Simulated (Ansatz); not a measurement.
A short molecular-dynamics run on C₂H₇AlFN (`C[N](C)[AlH][F]`).

```yaml
crystal:
  periodic: [false, false, false]
  atoms:
    - {symbol: C, position_ang: [-1.073282, -0.857193, 0.284096]}
    - {symbol: N, position_ang: [0.001300, 0.053024, -0.034235]}
    - {symbol: C, position_ang: [1.270177, -0.365488, 0.510482]}
    - {symbol: Al, position_ang: [-0.191625, 1.524027, -0.983886]}
    - {symbol: F, position_ang: [-1.705805, 1.880836, -1.540695]}
    - {symbol: H, position_ang: [-1.210869, -0.952646, 1.370394]}
    - {symbol: H, position_ang: [-0.876143, -1.864548, -0.108893]}
    - {symbol: H, position_ang: [-2.015011, -0.508026, -0.144309]}
    - {symbol: H, position_ang: [1.235378, -0.438452, 1.606647]}
    - {symbol: H, position_ang: [2.059519, 0.345377, 0.250354]}
    - {symbol: H, position_ang: [1.569549, -1.350994, 0.126787]}
    - {symbol: H, position_ang: [1.013812, 2.479085, -1.302743]}
basis:
  gaussian: {orbitals: "6-31G*"}
hamiltonian: {xc: {name: PBE}, dispersion: d4}
md: {timestep: 0.5 fs, n_steps: 20, ensemble: nvt_langevin, temperature: 700, initial_velocities: maxwell_boltzmann, friction: 0.01, seed: 359}
```

```sh
$ ansatz run in.yaml --threads 4 --pin off --events-out ev --progress --plain --max-ram 10444MiB
```

```json
{"step": "0", "time (fs)": "0.0", "potential energy (eV)": "-12982.6615", "kinetic (eV)": "0.9953", "T (K)": "642", "conserved (eV)": "–"}
{"step": "1", "time (fs)": "0.5", "potential energy (eV)": "-12982.6187", "kinetic (eV)": "1.0174", "T (K)": "656", "conserved (eV)": "–"}
{"step": "2", "time (fs)": "1.0", "potential energy (eV)": "-12982.5327", "kinetic (eV)": "0.9492", "T (K)": "612", "conserved (eV)": "–"}
{"step": "3", "time (fs)": "1.5", "potential energy (eV)": "-12982.4288", "kinetic (eV)": "0.8241", "T (K)": "531", "conserved (eV)": "–"}
{"step": "4", "time (fs)": "2.0", "potential energy (eV)": "-12982.3386", "kinetic (eV)": "0.7199", "T (K)": "464", "conserved (eV)": "–"}
{"step": "5", "time (fs)": "2.5", "potential energy (eV)": "-12982.2831", "kinetic (eV)": "0.7088", "T (K)": "457", "conserved (eV)": "–"}
{"step": "6", "time (fs)": "3.0", "potential energy (eV)": "-12982.2682", "kinetic (eV)": "0.7263", "T (K)": "468", "conserved (eV)": "–"}
{"step": "7", "time (fs)": "3.5", "potential energy (eV)": "-12982.2870", "kinetic (eV)": "0.7574", "T (K)": "488", "conserved (eV)": "–"}
{"step": "8", "time (fs)": "4.0", "potential energy (eV)": "-12982.3173", "kinetic (eV)": "0.7614", "T (K)": "491", "conserved (eV)": "–"}
{"step": "9", "time (fs)": "4.5", "potential energy (eV)": "-12982.3319", "kinetic (eV)": "0.8350", "T (K)": "538", "conserved (eV)": "–"}
{"step": "10", "time (fs)": "5.0", "potential energy (eV)": "-12982.3161", "kinetic (eV)": "0.8240", "T (K)": "531", "conserved (eV)": "–"}
{"step": "11", "time (fs)": "5.5", "potential energy (eV)": "-12982.2734", "kinetic (eV)": "0.7612", "T (K)": "491", "conserved (eV)": "–"}
{"step": "12", "time (fs)": "6.0", "potential energy (eV)": "-12982.2190", "kinetic (eV)": "0.7051", "T (K)": "455", "conserved (eV)": "–"}
{"step": "13", "time (fs)": "6.5", "potential energy (eV)": "-12982.1674", "kinetic (eV)": "0.6716", "T (K)": "433", "conserved (eV)": "–"}
{"step": "14", "time (fs)": "7.0", "potential energy (eV)": "-12982.1325", "kinetic (eV)": "0.6589", "T (K)": "425", "conserved (eV)": "–"}
{"step": "15", "time (fs)": "7.5", "potential energy (eV)": "-12982.1279", "kinetic (eV)": "0.6758", "T (K)": "436", "conserved (eV)": "–"}
{"step": "16", "time (fs)": "8.0", "potential energy (eV)": "-12982.1562", "kinetic (eV)": "0.7140", "T (K)": "460", "conserved (eV)": "–"}
{"step": "17", "time (fs)": "8.5", "potential energy (eV)": "-12982.2123", "kinetic (eV)": "0.7479", "T (K)": "482", "conserved (eV)": "–"}
{"step": "18", "time (fs)": "9.0", "potential energy (eV)": "-12982.2864", "kinetic (eV)": "0.7899", "T (K)": "509", "conserved (eV)": "–"}
{"step": "19", "time (fs)": "9.5", "potential energy (eV)": "-12982.3662", "kinetic (eV)": "0.8948", "T (K)": "577", "conserved (eV)": "–"}
{"step": "20", "time (fs)": "10.0", "potential energy (eV)": "-12982.4374", "kinetic (eV)": "0.9650", "T (K)": "622", "conserved (eV)": "–"}
```

Velocities are drawn at the set temperature; a run this short doesn't reach equilibrium.

Frames (Å, forces in eV/Å):

```xyz
12
time=0.0 fs
C    -1.073   -0.857    0.284   -0.083   -0.039    0.004
N     0.001    0.053   -0.034    0.034   -0.154    0.104
C     1.270   -0.365    0.510    0.078    0.006    0.013
Al   -0.192    1.524   -0.984    0.241    0.304   -0.131
F    -1.706    1.881   -1.541   -0.575    0.123   -0.206
H    -1.211   -0.953    1.370   -0.051   -0.039    0.373
H    -0.876   -1.865   -0.109    0.062   -0.351   -0.130
H    -2.015   -0.508   -0.144   -0.305    0.135   -0.152
H     1.235   -0.438    1.607   -0.004   -0.032    0.377
H     2.060    0.345    0.250    0.263    0.244   -0.091
H     1.570   -1.351    0.127    0.109   -0.341   -0.124
H     1.014    2.479   -1.303    0.232    0.145   -0.038
12
time=0.5 fs
C    -1.076   -0.861    0.281   -0.141    0.762   -0.303
N    -0.001    0.058   -0.038    0.132   -0.494    0.338
C     1.268   -0.370    0.515   -0.058   -0.061   -0.555
Al   -0.190    1.524   -0.985    0.564    0.590   -0.205
F    -1.703    1.881   -1.536   -0.658    0.151   -0.249
H    -1.217   -0.966    1.349   -0.085    0.008    0.965
H    -0.881   -1.850   -0.100    0.191   -0.979   -0.496
H    -2.015   -0.498   -0.143   -0.306    0.062   -0.167
H     1.233   -0.439    1.595   -0.043   -0.045    0.906
H     2.063    0.321    0.248    0.397    0.443   -0.123
H     1.567   -1.356    0.133    0.040   -0.372   -0.131
H     1.033    2.500   -1.296   -0.031   -0.066    0.020
12
time=1.0 fs
C    -1.079   -0.864    0.278   -0.247    1.591   -0.644
N    -0.003    0.064   -0.042    0.231   -0.859    0.590
C     1.265   -0.375    0.519   -0.125   -0.099   -1.171
Al   -0.189    1.524   -0.986    0.867    0.878   -0.280
F    -1.701    1.882   -1.532   -0.743    0.180   -0.293
H    -1.222   -0.979    1.328   -0.128    0.048    1.571
H    -0.887   -1.837   -0.092    0.326   -1.611   -0.864
H    -2.018   -0.489   -0.142   -0.256   -0.027   -0.158
H     1.232   -0.440    1.584   -0.081   -0.059    1.425
H     2.068    0.298    0.243    0.472    0.577   -0.132
H     1.565   -1.363    0.136   -0.042   -0.358   -0.111
H     1.053    2.521   -1.289   -0.273   -0.261    0.066
12
time=1.5 fs
C    -1.081   -0.867    0.274   -0.357    2.291   -0.959
N    -0.004    0.069   -0.046    0.314   -1.244    0.850
C     1.263   -0.380    0.522   -0.128   -0.103   -1.762
Al   -0.188    1.524   -0.987    1.120    1.158   -0.360
F    -1.699    1.882   -1.527   -0.811    0.207   -0.330
H    -1.225   -0.993    1.311   -0.163    0.079    2.077
H    -0.892   -1.828   -0.087    0.432   -2.093   -1.168
H    -2.021   -0.478   -0.141   -0.177   -0.125   -0.134
H     1.231   -0.441    1.576   -0.112   -0.065    1.876
H     2.073    0.278    0.237    0.488    0.641   -0.113
H     1.562   -1.370    0.139   -0.123   -0.317   -0.078
H     1.073    2.540   -1.281   -0.482   -0.429    0.101
12
time=2.0 fs
C    -1.084   -0.869    0.271   -0.451    2.724   -1.241
N    -0.006    0.074   -0.049    0.385   -1.620    1.093
C     1.260   -0.385    0.525   -0.087   -0.107   -2.216
Al   -0.186    1.524   -0.988    1.316    1.409   -0.434
F    -1.696    1.882   -1.523   -0.862    0.229   -0.360
H    -1.229   -1.007    1.298   -0.177    0.108    2.425
H    -0.898   -1.826   -0.087    0.486   -2.299   -1.354
H    -2.025   -0.468   -0.141   -0.081   -0.228   -0.099
H     1.228   -0.444    1.571   -0.132   -0.056    2.186
H     2.080    0.260    0.231    0.458    0.665   -0.074
H     1.558   -1.378    0.141   -0.203   -0.259   -0.049
H     1.092    2.557   -1.274   -0.651   -0.566    0.123
12
time=2.5 fs
C    -1.086   -0.870    0.267   -0.512    2.846   -1.409
N    -0.008    0.079   -0.052    0.460   -1.989    1.321
C     1.258   -0.390    0.527   -0.024   -0.076   -2.465
Al   -0.184    1.525   -0.989    1.466    1.634   -0.502
F    -1.694    1.883   -1.519   -0.899    0.247   -0.384
H    -1.235   -1.021    1.289   -0.162    0.151    2.537
H    -0.905   -1.830   -0.091    0.485   -2.216   -1.416
H    -2.028   -0.457   -0.141    0.009   -0.323   -0.062
H     1.225   -0.450    1.571   -0.136   -0.027    2.284
H     2.087    0.243    0.224    0.374    0.642   -0.009
H     1.555   -1.387    0.145   -0.275   -0.210   -0.033
H     1.109    2.573   -1.265   -0.788   -0.678    0.136
12
time=3.0 fs
C    -1.089   -0.872    0.262   -0.541    2.683   -1.372
N    -0.009    0.084   -0.056    0.524   -2.365    1.543
C     1.257   -0.396    0.529    0.071   -0.004   -2.529
Al   -0.181    1.525   -0.990    1.577    1.838   -0.566
F    -1.692    1.884   -1.515   -0.920    0.261   -0.402
H    -1.240   -1.036    1.287   -0.106    0.222    2.346
H    -0.912   -1.840   -0.096    0.437   -1.882   -1.366
H    -2.031   -0.447   -0.141    0.084   -0.410   -0.031
H     1.220   -0.457    1.575   -0.122    0.011    2.158
H     2.095    0.228    0.217    0.233    0.565    0.090
H     1.551   -1.396    0.147   -0.340   -0.152   -0.013
H     1.124    2.586   -1.256   -0.898   -0.768    0.141
12
time=3.5 fs
C    -1.092   -0.873    0.257   -0.529    2.292   -1.135
N    -0.010    0.088   -0.059    0.574   -2.732    1.749
C     1.255   -0.402    0.531    0.193    0.088   -2.364
Al   -0.179    1.525   -0.991    1.642    2.014   -0.626
F    -1.691    1.885   -1.511   -0.924    0.271   -0.412
H    -1.246   -1.049    1.292   -0.011    0.314    1.883
H    -0.917   -1.854   -0.106    0.350   -1.359   -1.218
H    -2.034   -0.437   -0.140    0.128   -0.479   -0.020
H     1.214   -0.464    1.585   -0.092    0.057    1.778
H     2.105    0.216    0.209    0.047    0.449    0.209
H     1.547   -1.406    0.148   -0.401   -0.084    0.015
H     1.137    2.596   -1.247   -0.975   -0.829    0.139
12
time=4.0 fs
C    -1.095   -0.874    0.252   -0.466    1.774   -0.776
N    -0.010    0.092   -0.061    0.615   -3.065    1.935
C     1.254   -0.408    0.532    0.284    0.203   -1.953
Al   -0.176    1.526   -0.992    1.666    2.154   -0.675
F    -1.690    1.886   -1.507   -0.916    0.277   -0.417
H    -1.253   -1.060    1.301    0.104    0.407    1.266
H    -0.920   -1.870   -0.119    0.243   -0.761   -1.002
H    -2.036   -0.429   -0.139    0.128   -0.518   -0.032
H     1.208   -0.471    1.601   -0.055    0.114    1.175
H     2.113    0.206    0.203   -0.137    0.330    0.322
H     1.542   -1.415    0.152   -0.444   -0.049    0.025
H     1.146    2.604   -1.238   -1.022   -0.866    0.130
12
time=4.5 fs
C    -1.098   -0.874    0.247   -0.378    1.246   -0.358
N    -0.011    0.095   -0.064    0.655   -3.353    2.100
C     1.253   -0.415    0.533    0.365    0.317   -1.429
Al   -0.172    1.527   -0.992    1.663    2.259   -0.709
F    -1.689    1.887   -1.502   -0.901    0.281   -0.420
H    -1.260   -1.070    1.314    0.226    0.494    0.598
H    -0.922   -1.885   -0.134    0.137   -0.198   -0.767
H    -2.038   -0.423   -0.137    0.096   -0.527   -0.062
H     1.203   -0.479    1.622   -0.010    0.177    0.467
H     2.123    0.196    0.197   -0.330    0.207    0.434
H     1.537   -1.425    0.156   -0.478   -0.020    0.029
H     1.153    2.609   -1.228   -1.045   -0.882    0.116
12
time=5.0 fs
C    -1.101   -0.875    0.241   -0.295    0.762    0.078
N    -0.012    0.098   -0.066    0.696   -3.603    2.237
C     1.251   -0.421    0.534    0.437    0.409   -0.922
Al   -0.169    1.529   -0.993    1.629    2.330   -0.729
F    -1.688    1.888   -1.498   -0.870    0.282   -0.419
H    -1.267   -1.078    1.329    0.349    0.572   -0.065
H    -0.925   -1.898   -0.152    0.046    0.297   -0.536
H    -2.040   -0.418   -0.134    0.047   -0.517   -0.101
H     1.198   -0.485    1.644    0.039    0.229   -0.220
H     2.132    0.186    0.191   -0.512    0.097    0.539
H     1.532   -1.435    0.161   -0.516    0.022    0.043
H     1.158    2.612   -1.216   -1.049   -0.882    0.096
12
time=5.5 fs
C    -1.104   -0.875    0.235   -0.251    0.341    0.449
N    -0.012    0.100   -0.068    0.719   -3.793    2.323
C     1.250   -0.426    0.535    0.488    0.493   -0.456
Al   -0.165    1.531   -0.994    1.569    2.350   -0.724
F    -1.687    1.890   -1.493   -0.833    0.282   -0.415
H    -1.274   -1.086    1.343    0.456    0.639   -0.639
H    -0.930   -1.912   -0.169   -0.023    0.731   -0.326
H    -2.042   -0.414   -0.131    0.024   -0.507   -0.132
H     1.193   -0.490    1.666    0.084    0.262   -0.831
H     2.139    0.176    0.187   -0.652    0.025    0.619
H     1.528   -1.443    0.165   -0.550    0.043    0.059
H     1.160    2.613   -1.204   -1.032   -0.865    0.073
12
time=6.0 fs
C    -1.107   -0.875    0.230   -0.199    0.002    0.742
N    -0.013    0.102   -0.069    0.712   -3.903    2.352
C     1.248   -0.432    0.535    0.490    0.556   -0.035
Al   -0.161    1.534   -0.995    1.501    2.305   -0.687
F    -1.686    1.892   -1.489   -0.803    0.283   -0.413
H    -1.279   -1.094    1.356    0.540    0.685   -1.088
H    -0.936   -1.923   -0.186   -0.070    1.077   -0.148
H    -2.046   -0.411   -0.127    0.005   -0.484   -0.165
H     1.188   -0.494    1.687    0.125    0.280   -1.344
H     2.144    0.166    0.184   -0.737   -0.005    0.667
H     1.523   -1.449    0.167   -0.569    0.033    0.071
H     1.159    2.612   -1.192   -0.993   -0.830    0.048
12
time=6.5 fs
C    -1.110   -0.875    0.225   -0.120   -0.267    0.956
N    -0.013    0.102   -0.070    0.682   -3.937    2.331
C     1.247   -0.436    0.536    0.448    0.607    0.310
Al   -0.157    1.537   -0.996    1.422    2.205   -0.621
F    -1.685    1.893   -1.484   -0.777    0.287   -0.414
H    -1.282   -1.100    1.365    0.592    0.711   -1.415
H    -0.944   -1.932   -0.203   -0.099    1.342    0.004
H    -2.050   -0.410   -0.122   -0.022   -0.443   -0.199
H     1.183   -0.497    1.706    0.161    0.286   -1.738
H     2.148    0.156    0.184   -0.784   -0.011    0.689
H     1.516   -1.455    0.170   -0.566   -0.003    0.077
H     1.157    2.608   -1.180   -0.937   -0.776    0.020
12
time=7.0 fs
C    -1.113   -0.875    0.219   -0.032   -0.462    1.089
N    -0.013    0.102   -0.070    0.637   -3.900    2.269
C     1.245   -0.441    0.537    0.391    0.647    0.576
Al   -0.153    1.540   -0.998    1.319    2.053   -0.532
F    -1.684    1.895   -1.479   -0.748    0.290   -0.415
H    -1.282   -1.106    1.370    0.615    0.717   -1.629
H    -0.952   -1.938   -0.220   -0.110    1.528    0.129
H    -2.054   -0.408   -0.119   -0.052   -0.396   -0.227
H     1.178   -0.499    1.720    0.188    0.278   -2.014
H     2.152    0.146    0.186   -0.804    0.002    0.688
H     1.507   -1.459    0.172   -0.547   -0.056    0.080
H     1.153    2.601   -1.167   -0.857   -0.701   -0.013
12
time=7.5 fs
C    -1.116   -0.875    0.214    0.088   -0.583    1.150
N    -0.012    0.101   -0.070    0.594   -3.778    2.169
C     1.244   -0.445    0.537    0.306    0.680    0.768
Al   -0.148    1.544   -1.000    1.178    1.845   -0.418
F    -1.684    1.896   -1.475   -0.708    0.291   -0.413
H    -1.282   -1.110    1.370    0.617    0.701   -1.732
H    -0.960   -1.939   -0.238   -0.111    1.616    0.223
H    -2.055   -0.408   -0.117   -0.117   -0.332   -0.260
H     1.173   -0.500    1.731    0.210    0.255   -2.184
H     2.154    0.136    0.191   -0.799    0.024    0.662
H     1.497   -1.463    0.173   -0.509   -0.118    0.086
H     1.147    2.594   -1.152   -0.748   -0.603   -0.049
12
time=8.0 fs
C    -1.119   -0.875    0.210    0.197   -0.633    1.134
N    -0.012    0.099   -0.069    0.550   -3.581    2.030
C     1.243   -0.449    0.538    0.176    0.675    0.895
Al   -0.143    1.547   -1.001    0.999    1.587   -0.287
F    -1.683    1.897   -1.470   -0.657    0.291   -0.409
H    -1.280   -1.111    1.364    0.597    0.663   -1.730
H    -0.969   -1.936   -0.255   -0.101    1.625    0.290
H    -2.057   -0.408   -0.117   -0.172   -0.262   -0.283
H     1.169   -0.499    1.736    0.227    0.219   -2.263
H     2.155    0.127    0.198   -0.751    0.059    0.610
H     1.484   -1.467    0.173   -0.454   -0.161    0.100
H     1.139    2.585   -1.137   -0.611   -0.482   -0.087
12
time=8.5 fs
C    -1.122   -0.875    0.205    0.296   -0.614    1.033
N    -0.011    0.096   -0.068    0.496   -3.332    1.859
C     1.242   -0.453    0.539    0.014    0.590    0.951
Al   -0.139    1.551   -1.003    0.787    1.289   -0.148
F    -1.683    1.898   -1.465   -0.597    0.288   -0.402
H    -1.276   -1.111    1.353    0.560    0.595   -1.611
H    -0.977   -1.931   -0.272   -0.085    1.579    0.337
H    -2.061   -0.409   -0.116   -0.202   -0.193   -0.305
H     1.166   -0.498    1.737    0.235    0.178   -2.251
H     2.154    0.119    0.205   -0.657    0.111    0.534
H     1.471   -1.473    0.173   -0.399   -0.150    0.128
H     1.130    2.576   -1.122   -0.448   -0.341   -0.124
12
time=9.0 fs
C    -1.126   -0.876    0.201    0.430   -0.545    0.849
N    -0.010    0.093   -0.067    0.430   -3.052    1.666
C     1.242   -0.456    0.540   -0.134    0.515    0.922
Al   -0.134    1.555   -1.005    0.539    0.961   -0.009
F    -1.684    1.899   -1.461   -0.528    0.284   -0.392
H    -1.272   -1.107    1.337    0.511    0.489   -1.372
H    -0.983   -1.922   -0.289   -0.072    1.490    0.369
H    -2.064   -0.411   -0.115   -0.251   -0.108   -0.343
H     1.163   -0.497    1.732    0.234    0.138   -2.133
H     2.152    0.112    0.214   -0.568    0.146    0.456
H     1.458   -1.480    0.173   -0.333   -0.138    0.145
H     1.119    2.566   -1.109   -0.258   -0.178   -0.159
12
time=9.5 fs
C    -1.128   -0.876    0.197    0.569   -0.444    0.586
N    -0.009    0.090   -0.065    0.365   -2.731    1.447
C     1.241   -0.460    0.541   -0.291    0.463    0.821
Al   -0.129    1.560   -1.007    0.269    0.602    0.136
F    -1.683    1.900   -1.457   -0.465    0.281   -0.385
H    -1.266   -1.102    1.317    0.443    0.356   -1.030
H    -0.990   -1.912   -0.305   -0.054    1.365    0.388
H    -2.067   -0.414   -0.114   -0.309   -0.015   -0.379
H     1.161   -0.495    1.721    0.226    0.097   -1.904
H     2.150    0.107    0.222   -0.463    0.175    0.371
H     1.443   -1.485    0.175   -0.249   -0.154    0.143
H     1.107    2.556   -1.095   -0.040    0.006   -0.192
12
time=10.0 fs
C    -1.131   -0.875    0.193    0.703   -0.294    0.211
N    -0.008    0.086   -0.063    0.316   -2.359    1.203
C     1.241   -0.464    0.543   -0.494    0.339    0.648
Al   -0.124    1.564   -1.008   -0.005    0.206    0.291
F    -1.683    1.901   -1.453   -0.416    0.281   -0.382
H    -1.258   -1.095    1.296    0.351    0.193   -0.574
H    -0.996   -1.898   -0.323   -0.039    1.199    0.396
H    -2.069   -0.415   -0.113   -0.354    0.070   -0.400
H     1.159   -0.493    1.708    0.211    0.053   -1.584
H     2.145    0.101    0.232   -0.301    0.236    0.261
H     1.429   -1.492    0.177   -0.169   -0.131    0.150
H     1.096    2.547   -1.081    0.196    0.206   -0.221
```

It took 20 s on 4 threads of an Arm Neoverse V2 on a shared host, with 0.46 GiB of host memory at the peak.
